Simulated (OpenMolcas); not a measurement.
**Lines of Mn III: computed and rescaled rates**

```
Program             : OpenMolcas 26.06
Method              : MS-CASPT2, IPEA 0.25 Eh, imaginary shift 0.1 Eh (closed shells correlated: 3s 3p)
Basis               : ANO-RCC-VTZP [6s5p3d2f1g]
Scalar Hamiltonian  : DKH2, point nucleus
Active space        : 5 electrons in 5 orbitals (3d)
State averaging     : 2S+1 = 6 even, 1 root; 2S+1 = 4 even, 24 roots kept (CI in the orbitals of an earlier block); 2S+1 = 2 even, 75 roots kept (CI in the orbitals of an earlier block)
Spin-orbit coupling : RASSI with atomic mean-field integrals over the reference wave functions, term energies averaged over their components
```

Rates come from the transition moments of the reference wave functions (E1 and E2 in the length form). At fixed line strength A goes as λ^-3 for E1 and M1 and as λ^-5 for E2, so a rate at the computed wavelength can be rescaled to the measured one. Measured vacuum wavelengths follow from level energies in Corliss and Sugar, J. Phys. Chem. Ref. Data 6, 1253 (1977). Branching counts decays inside the model space alone, at computed energies, and the table is only a selection of the E2 and M1 lines, drawn from those between levels with measured partners whose computed energy lies within a factor of 1.5 of the measured one.

```json
{"Upper": "3d5 4D 7/2", "Lower": "3d5 4P 5/2", "Type": "M1", "λ computed (nm)": "3446", "λ measured (nm)": "3185", "A computed (s-1)": "1.73e-02", "A rescaled (s-1)": "", "Branching %": "93.2"}
{"Upper": "3d5 4D 5/2", "Lower": "3d5 4P 5/2", "Type": "M1", "λ computed (nm)": "3343", "λ measured (nm)": "3109", "A computed (s-1)": "9.76e-03", "A rescaled (s-1)": "", "Branching %": "31.0"}
{"Upper": "3d5 2G 7/2(1)", "Lower": "3d5 4F 7/2", "Type": "M1", "λ computed (nm)": "2135", "λ measured (nm)": "2359", "A computed (s-1)": "9.57e-03", "A rescaled (s-1)": "", "Branching %": "22.9"}
{"Upper": "3d5 2G 9/2(1)", "Lower": "3d5 4F 9/2", "Type": "M1", "λ computed (nm)": "2040", "λ measured (nm)": "2256", "A computed (s-1)": "2.57e-02", "A rescaled (s-1)": "", "Branching %": "31.0"}
{"Upper": "3d5 2G 7/2(1)", "Lower": "3d5 2F 7/2(1)", "Type": "M1", "λ computed (nm)": "1965", "λ measured (nm)": "1910", "A computed (s-1)": "1.30e-02", "A rescaled (s-1)": "", "Branching %": "31.1"}
{"Upper": "3d5 2F 7/2(2)", "Lower": "3d5 4F 9/2", "Type": "M1", "λ computed (nm)": "1280", "λ measured (nm)": "1336", "A computed (s-1)": "5.34e-02", "A rescaled (s-1)": "", "Branching %": "50.7"}
{"Upper": "3d5 2H 9/2", "Lower": "3d5 2I 11/2", "Type": "M1", "λ computed (nm)": "1251", "λ measured (nm)": "1362", "A computed (s-1)": "3.37e-02", "A rescaled (s-1)": "", "Branching %": "16.9"}
{"Upper": "3d5 2H 11/2", "Lower": "3d5 2I 11/2", "Type": "M1", "λ computed (nm)": "1217", "λ measured (nm)": "1334", "A computed (s-1)": "7.90e-02", "A rescaled (s-1)": "", "Branching %": "18.1"}
{"Upper": "3d5 4F 9/2", "Lower": "3d5 4D 7/2", "Type": "M1", "λ computed (nm)": "823.4", "λ measured (nm)": "887.6", "A computed (s-1)": "5.99e-02", "A rescaled (s-1)": "", "Branching %": "14.0"}
{"Upper": "3d5 2D 5/2(1)", "Lower": "3d5 4P 5/2", "Type": "M1", "λ computed (nm)": "766.3", "λ measured (nm)": "828.5", "A computed (s-1)": "2.50e-01", "A rescaled (s-1)": "", "Branching %": "61.9"}
{"Upper": "3d5 2D 3/2(1)", "Lower": "3d5 4P 5/2", "Type": "M1", "λ computed (nm)": "748.2", "λ measured (nm)": "806.3", "A computed (s-1)": "3.13e-02", "A rescaled (s-1)": "", "Branching %": "16.6"}
{"Upper": "3d5 2I 11/2", "Lower": "3d5 4G 11/2", "Type": "M1", "λ computed (nm)": "744.1", "λ measured (nm)": "809.7", "A computed (s-1)": "1.33e-03", "A rescaled (s-1)": "", "Branching %": "75.7"}
{"Upper": "3d5 2I 13/2", "Lower": "3d5 4G 11/2", "Type": "M1", "λ computed (nm)": "741.8", "λ measured (nm)": "809.6", "A computed (s-1)": "4.13e-05", "A rescaled (s-1)": "", "Branching %": "86.8"}
{"Upper": "3d5 4F 9/2", "Lower": "3d5 4G 11/2", "Type": "E2", "λ computed (nm)": "564.7", "λ measured (nm)": "597.1", "A computed (s-1)": "1.99e-01", "A rescaled (s-1)": "1.51e-01", "Branching %": "46.5"}
{"Upper": "3d5 4F 9/2", "Lower": "3d5 4G 11/2", "Type": "M1", "λ computed (nm)": "564.7", "λ measured (nm)": "597.1", "A computed (s-1)": "6.18e-02", "A rescaled (s-1)": "", "Branching %": "14.4"}
{"Upper": "3d5 4F 7/2", "Lower": "3d5 4G 7/2", "Type": "E2", "λ computed (nm)": "563.7", "λ measured (nm)": "597.3", "A computed (s-1)": "6.35e-02", "A rescaled (s-1)": "4.75e-02", "Branching %": "15.4"}
{"Upper": "3d5 4F 7/2", "Lower": "3d5 4G 7/2", "Type": "M1", "λ computed (nm)": "563.7", "λ measured (nm)": "597.3", "A computed (s-1)": "5.99e-02", "A rescaled (s-1)": "", "Branching %": "14.5"}
{"Upper": "3d5 4F 3/2", "Lower": "3d5 4G 7/2", "Type": "E2", "λ computed (nm)": "560.4", "λ measured (nm)": "594.7", "A computed (s-1)": "6.95e-02", "A rescaled (s-1)": "5.16e-02", "Branching %": "14.9"}
{"Upper": "3d5 2H 9/2", "Lower": "3d5 4G 7/2", "Type": "M1", "λ computed (nm)": "466.4", "λ measured (nm)": "508.8", "A computed (s-1)": "7.40e-02", "A rescaled (s-1)": "", "Branching %": "37.1"}
{"Upper": "3d5 2H 11/2", "Lower": "3d5 4G 11/2", "Type": "M1", "λ computed (nm)": "461.7", "λ measured (nm)": "503.9", "A computed (s-1)": "2.23e-01", "A rescaled (s-1)": "", "Branching %": "51.1"}
{"Upper": "3d5 2G 9/2(1)", "Lower": "3d5 4G 7/2", "Type": "M1", "λ computed (nm)": "442.2", "λ measured (nm)": "472.9", "A computed (s-1)": "1.23e-02", "A rescaled (s-1)": "", "Branching %": "14.8"}
{"Upper": "3d5 2G 9/2(2)", "Lower": "3d5 2I 13/2", "Type": "E2", "λ computed (nm)": "320.8", "λ measured (nm)": "336.4", "A computed (s-1)": "4.38e+00", "A rescaled (s-1)": "3.45e+00", "Branching %": "78.5"}
{"Upper": "3d5 2G 7/2(2)", "Lower": "3d5 2I 11/2", "Type": "E2", "λ computed (nm)": "320.2", "λ measured (nm)": "336.5", "A computed (s-1)": "4.52e+00", "A rescaled (s-1)": "3.53e+00", "Branching %": "79.3"}
{"Upper": "3d5 4P 5/2", "Lower": "3d5 6S 5/2", "Type": "M1", "λ computed (nm)": "318.6", "λ measured (nm)": "342.8", "A computed (s-1)": "6.25e-01", "A rescaled (s-1)": "", "Branching %": "100.0"}
{"Upper": "3d5 4D 5/2", "Lower": "3d5 6S 5/2", "Type": "M1", "λ computed (nm)": "290.9", "λ measured (nm)": "308.8", "A computed (s-1)": "1.93e-02", "A rescaled (s-1)": "", "Branching %": "61.3"}
```

Spin-changing lines and M1 lines between different terms are not rescaled, since their strength hangs on the term gaps too.

The largest correction is for 3d5 4F 3/2 → 3d5 4G 7/2 (E2): 6.95e-02 × (560.4 / 594.7)^5 = 5.16e-02 s-1, a factor of 0.74.

The computed order of these levels differs from the measured one in 2 places, and where term gaps are wrong the rates of spin-changing lines can be off by large factors.

These are rates of the free ion; in crystals, glasses and complexes forced electric-dipole and non-radiative decay shorten such lifetimes by orders of magnitude. No measured rate stands beside these. Rescaling mends the energy factor alone: line strengths can still be far off where a level mixes with configurations outside the active space, and weak or spin-changing lines hang on small mixing coefficients that depend on the term gaps too, so rescaling need not improve them.

CASPT2 breaks the degeneracy within a term, and the mean is taken; among the terms shown or strongly mixed into the levels shown the widest spread is 1100 cm-1 (3d5 4F). Blocks of more than 70 roots (2S+1 = 2 even) ran without multistate coupling. Terms from blocks run as CI alone lack orbitals of their own. The CASPT2 spread within a term exceeds the gap to the next term for 3d5 2F(1) and 3d5 4F, so the order of their levels is uncertain, and so are names and mixing where such terms share a J. Measured partners are found by configuration, term and J. A level has none where our copy of the source lacks it or the pairing is in doubt (some pairs that miss far off the trend of their configuration count as doubtful). Levels of configurations outside the active space are missing.

A number in round brackets counts repeated terms of one configuration in the order of the reference energies.
